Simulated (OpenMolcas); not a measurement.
# Levels of Ru²⁺ by method

```
Program             : OpenMolcas
Basis               : ANO-RCC-VQZP [8s7p5d3f2g1h]
Scalar Hamiltonian  : DKH2, point nucleus
Active space        : 6 electrons in 6 orbitals (4d 5s)
State averaging     : 2S+1 = 5 even, 30 roots; 2S+1 = 7 even, 1 root kept (CI in the orbitals of an earlier block); 2S+1 = 3 even, 127 roots kept (CI in the orbitals of an earlier block, 107 in the spin-orbit step); 2S+1 = 1 even, 102 roots kept (CI in the orbitals of an earlier block, 62 in the spin-orbit step)
Spin-orbit coupling : state interaction with AMFI integrals over the reference wave functions, term energies averaged over their components
```

Methods on the same reference wave functions:
A. CASSCF
B. SS-CASPT2, IPEA 0.25 Eh, imaginary shift 0.1 Eh (closed shells correlated: 4s 4p)
C. MS-CASPT2, IPEA 0.25 Eh, imaginary shift 0.1 Eh (closed shells correlated: 4s 4p)

Energies in cm⁻¹ above 4d⁶ ⁵D₄, the measured ground level; measured values from Moore, Atomic Energy Levels, vol. III, NSRDS-NBS 35 (1971 reprint of NBS Circular 467, 1958).

| Level | A | B | C | Measured |
| --- | --- | --- | --- | --- |
| 4d⁶ ⁵D₄ | 0.0 | 0.0 | 0.0 | 0.0 |
| 4d⁶ ⁵D₃ | 1210 | 1233 | 1236 | 1159 |
| 4d⁶ ⁵D₂ | 1957 | 1943 | 1948 | 1826 |
| 4d⁶ ⁵D₁ | 2437 | 2410 | 2420 | 2266 |
| 4d⁶ ⁵D₀ | 2669 | 2640 | 2640 | 2476 |
| 4d⁵ 5s ⁷S₃ | 18203 | 24780 | 24800 | 27163 |
| 4d⁶ ³H₆ | 18606 | 15620 | 15640 |  |
| 4d⁶ ³H₅ | 18977 | 15820 | 15840 |  |
| 4d⁶ ³P₂(1) | 19392 | 15120 | 15140 |  |
| 4d⁶ ³F₃(1) | 21188 | 17120 | 17140 |  |
| 4d⁶ ³F₂(1) | 21770 | 17660 | 17680 |  |
| 4d⁶ ³P₁(1) | 22869 | 18610 | 18630 |  |
| 4d⁶ ³G₅ | 23064 | 19050 | 19070 |  |
| 4d⁶ ³P₀(1) | 23633 | 19220 | 19240 |  |
| 4d⁶ ³G₄ | 24201 | 20030 | 20050 |  |
| 4d⁶ ³G₃ | 24498 | 20280 | 20300 |  |
| 4d⁶ ³D₂ | 28408 | 22440 | 22460 |  |
| 4d⁶ ¹I₆ | 28432 | 24140 | 24160 |  |
| 4d⁶ ³D₁ | 28489 | 22600 | 22620 |  |
| 4d⁶ ³D₃ | 28722 | 22760 | 22780 |  |
| 4d⁶ ¹G₄(1) | 29810 | 25130 | 25150 |  |
| 4d⁶ ¹S₀ | 33392 | 27540 | 27560 |  |
| 4d⁶ ¹D₂(1) | 36556 | 29180 | 29200 |  |
| 4d⁵ 5s ⁵S₂ | 36725 | 38160 | 38180 | 41112 |

Deviations, from unrounded energies. A percentage is the sum of absolute deviations over the sum of measured energies, with the sign that they share, or ± where signs differ.

| Against measurement | Levels | A | B | C |
| --- | --- | --- | --- | --- |
| mean absolute deviation (cm-1) | 6 | 2300 | 970 | 970 |
| fine structure of the ground term (%) | 4 | +7.1 | +6.5 | +6.7 |
| other configurations (%) | 2 | -19.5 | -7.8 | -7.7 |

B, C lie about equally close to measurement and A furthest from it. The largest miss of C in the table is 4d⁵ 5s ⁵S₂, by -2900 cm-1. The ranking rests on the paired levels alone, and a cruder setting can come out closer through cancelling errors.

Between B and C the level of the table that moves most is 4d⁶ ¹G₄(1), by 22 cm-1 (lowest in B, highest in C). Moves below CASPT2's spread within the term are not significant.

The two smallest mean deviations differ by little beside CASPT2's spread within terms, so their order carries little weight.

From A to B the spin-free energies of the other terms of 4d⁶ shown, above ⁵D, scale by factors of 0.78 to 0.84, as is usual when dynamic correlation screens the repulsion within a d or f shell.

The lowest spin-free term lies below A's lowest term by 0.486 hartree in B, 0.487 hartree in C.

CASPT2 does not keep the components of a term degenerate, so their means are used; among the terms shown or strongly mixed into the levels shown the widest spread is 1800 cm-1 (4d⁶ ¹I, C). Some high roots are left out of the spin-orbit mixing, which shifts the levels that they would mix with. Terms from blocks run as CI alone lack orbitals of their own. A single d shell beside an s shell can misplace configurations of different d count against each other. Without dynamic correlation excited terms often stand tens of per cent too high (terms of higher spin than the ground term too low), and those without a measured partner can miss by more than the paired ones (holds for A). Blocks of more than 70 roots (2S+1 = 3 even) ran without multistate coupling (holds for C). The CASPT2 spread within a term exceeds the gap to the next term for 4d⁶ ³D and 4d⁶ ¹I, 4d⁶ ¹I and 4d⁶ ¹G(1), so the order of their levels is uncertain (holds for C). Computed and measured levels are paired by configuration, term and J; levels that our copy of the source lacks, or whose pairing is in doubt (as where it misses far off the trend of its configuration), stay unpaired and out of the deviations. Only configurations of the active space appear. The table leaves out levels that lie high or whose names do not pair safely across all columns.

A number in round brackets counts repeated terms of one configuration in the order of the reference energies.
